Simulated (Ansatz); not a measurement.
# Relaxing a trial structure of C2H6AlClS

The starting geometry of this gas-phase singlet was optimised with GFN2-xTB; its bonds are those of `[CH3][Al]([Cl])[CH2]S`.

```xyz
11

C    -0.6588    1.1804   -0.7173
C     2.4032    1.5404   -2.3702
Al    1.2734    0.7435   -0.9049
Cl    2.2419   -0.5122    0.3631
S     1.3531    2.6503   -3.3977
H    -1.3015    0.6251   -1.4068
H    -0.9914    0.9218    0.2931
H    -0.8783    2.2395   -0.8750
H     2.9014    0.8369   -3.0502
H     3.1960    2.1953   -1.9870
H     0.2713    1.8726   -3.4293
```

Task: Predict what it relaxes into with r2SCAN-D4/def2-SVP.

Result: A new bond forms, giving a structure given below by its coordinates. Contacts that close: Al3–S5 (3.14 → 2.54 Å).

The energy falls by 0.37 eV over 34 steps:

```json
{"step": "1", "E − E(last) (eV)": "0.372"}
{"step": "5", "E − E(last) (eV)": "0.213"}
{"step": "8", "E − E(last) (eV)": "0.211"}
{"step": "12", "E − E(last) (eV)": "0.208"}
{"step": "16", "E − E(last) (eV)": "0.179"}
{"step": "19", "E − E(last) (eV)": "0.048"}
{"step": "23", "E − E(last) (eV)": "0.019"}
{"step": "27", "E − E(last) (eV)": "0.005"}
{"step": "30", "E − E(last) (eV)": "0.001"}
{"step": "34", "E − E(last) (eV)": "0.000"}
```

Final geometry (Å):

```xyz
11

C    -0.6907    0.9222   -0.8295
C     2.2960    1.0373   -2.5210
Al    1.2382    1.1617   -0.8879
Cl    2.3343    1.4458    0.9101
S     1.8639    2.8725   -2.6633
H    -1.1503    0.8832   -1.8316
H    -0.9521   -0.0200   -0.3170
H    -1.1824    1.7319   -0.2648
H     2.0233    0.5244   -3.4534
H     3.3901    1.0246   -2.4048
H     0.6401    2.7101   -3.2189
```

The end wasn't checked by frequencies. Run with Ansatz 0.2.0, 65 s on 2 threads of Intel(R) Xeon(R) 6975P-C (Granite Rapids), on a shared host.
